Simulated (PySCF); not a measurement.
Geometry:
```json
{"atom": "C1", "x (Å)": "-3.203", "y (Å)": "0.557", "z (Å)": "-0.464"}
{"atom": "C2", "x (Å)": "-1.909", "y (Å)": "-0.240", "z (Å)": "-0.476"}
{"atom": "C3", "x (Å)": "-0.722", "y (Å)": "0.551", "z (Å)": "0.059"}
{"atom": "C4", "x (Å)": "0.589", "y (Å)": "-0.224", "z (Å)": "0.136"}
{"atom": "C5", "x (Å)": "1.663", "y (Å)": "0.587", "z (Å)": "0.846"}
{"atom": "O6", "x (Å)": "2.912", "y (Å)": "-0.067", "z (Å)": "0.858"}
{"atom": "B7", "x (Å)": "3.230", "y (Å)": "-0.947", "z (Å)": "-0.127"}
{"atom": "O8", "x (Å)": "2.391", "y (Å)": "-1.239", "z (Å)": "-1.153"}
{"atom": "C9", "x (Å)": "1.118", "y (Å)": "-0.635", "z (Å)": "-1.231"}
{"atom": "H10", "x (Å)": "-4.047", "y (Å)": "-0.033", "z (Å)": "-0.852"}
{"atom": "H11", "x (Å)": "-3.119", "y (Å)": "1.465", "z (Å)": "-1.083"}
{"atom": "H12", "x (Å)": "-3.464", "y (Å)": "0.880", "z (Å)": "0.557"}
{"atom": "H13", "x (Å)": "-1.703", "y (Å)": "-0.582", "z (Å)": "-1.505"}
{"atom": "H14", "x (Å)": "-2.031", "y (Å)": "-1.158", "z (Å)": "0.125"}
{"atom": "H15", "x (Å)": "-0.969", "y (Å)": "0.922", "z (Å)": "1.069"}
{"atom": "H16", "x (Å)": "-0.573", "y (Å)": "1.454", "z (Å)": "-0.562"}
{"atom": "H17", "x (Å)": "0.423", "y (Å)": "-1.146", "z (Å)": "0.725"}
{"atom": "H18", "x (Å)": "1.774", "y (Å)": "1.572", "z (Å)": "0.355"}
{"atom": "H19", "x (Å)": "1.373", "y (Å)": "0.779", "z (Å)": "1.892"}
{"atom": "H20", "x (Å)": "4.303", "y (Å)": "-1.494", "z (Å)": "-0.086"}
{"atom": "H21", "x (Å)": "1.177", "y (Å)": "0.253", "z (Å)": "-1.888"}
{"atom": "H22", "x (Å)": "0.442", "y (Å)": "-1.354", "z (Å)": "-1.718"}
```

Geometry: PBE0-D3(BJ)/def2-SVP; GIAO shifts from PySCF, gas phase, non-relativistic, averaged over equivalent atoms.

At PBE0/pcSseg-1 (218 basis functions, 2.7 min wall time on 1 thread of an Intel Xeon, shared host):
```
      atoms  δ (ppm)
      C5/C9     68.1
         C4     38.2
         C3     33.9
         C2     23.3
         C1     16.7
      O6/O8    128.9
         B7     23.6
        H20     4.09
    H19/H22     3.91
    H18/H21     3.44
        H17     1.56
    H13/H14     1.19
H10/H11/H12     1.00
    H15/H16     0.82
```

Referencing at the same level of theory: ¹³C (184.41 ppm) and ¹H (31.27 ppm) vs TMS; ¹⁷O (334.56 ppm) vs H2O; ¹¹B (100.73 ppm) vs BF3·OEt2.

Task: Estimate the result of repeating the calculation with wB97X-D/pcSseg-1.

Result: 
```csv
atoms,δ at wB97X-D/pcSseg-1,change
C5/C9,67.7,-0.4
C4,37.7,-0.5
C3,33.2,-0.7
C2,22.8,-0.5
C1,16.7,+0.0
O6/O8,119.2,-9.7
B7,23.7,+0.1
H20,4.00,-0.09
H19/H22,3.87,-0.04
H18/H21,3.41,-0.03
H17,1.51,-0.05
H13/H14,1.14,-0.05
H10/H11/H12,1.00,+0.00
H15/H16,0.80,-0.02
```

Chemical shifts δ = σref − σ; ¹³C (σ = 184.54 ppm), ¹H (σ = 31.38 ppm) vs TMS; ¹⁷O (σ = 333.19 ppm) against H2O; ¹¹B (σ = 101.61 ppm) vs BF3·OEt2, all at this level.

The largest change is at O6/O8 (oxygen bonded to C, B, in a 6-membered ring). Cost: 218 basis functions, 2.5 min wall time on 1 thread of an Intel Xeon, shared host. The order of the carbon signals is the same at both levels.

Experimental scales use liquid or dissolved standards, which lie at an offset from isolated H2O (liquid H2O: subtract about 36 ppm).
